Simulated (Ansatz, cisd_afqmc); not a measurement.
Species: Si, charge 0, triplet.

Total energies in def2-QZVPP, 4 correlated electrons, 5 frozen orbitals. Open shells are spin-unrestricted; no spin-orbit coupling. Cores are frozen in correlated methods. No relativity. The Monte Carlo rows (phaseless AFQMC, CISD trial, step 0.005/hartree) carry one-sigma bars that omit the constraint's bias. Outlying blocks are dropped, and bars are widened where a walk drifts. Over all cases where full CI ran beside it in this data, AFQMC minus full CI had a median of +0.1 mEh and passed +0.4 mEh in a tenth of the cases. Full CI freezes restricted core orbitals and the other rows unrestricted ones, which leaves a small offset even where coupled cluster is exact.

```csv
method,program,energy (Eh),error against FCI (mEh)
HF,Ansatz,-288.85873,80.39
MP2,Ansatz,-288.91898,20.13
CCSD,Ansatz,-288.93552,3.60
CCSD(T),Ansatz,-288.93839,0.73
CCSDT(Q),Ansatz,-288.93918,-0.06
CCSDTQ,Ansatz,-288.93920,-0.08
AFQMC/CISD,cisd_afqmc,-288.9388 ± 0.0001,0.3 ± 0.1
FCI,Ansatz,-288.93912,0.00
```

Ansatz is a first-principles code.
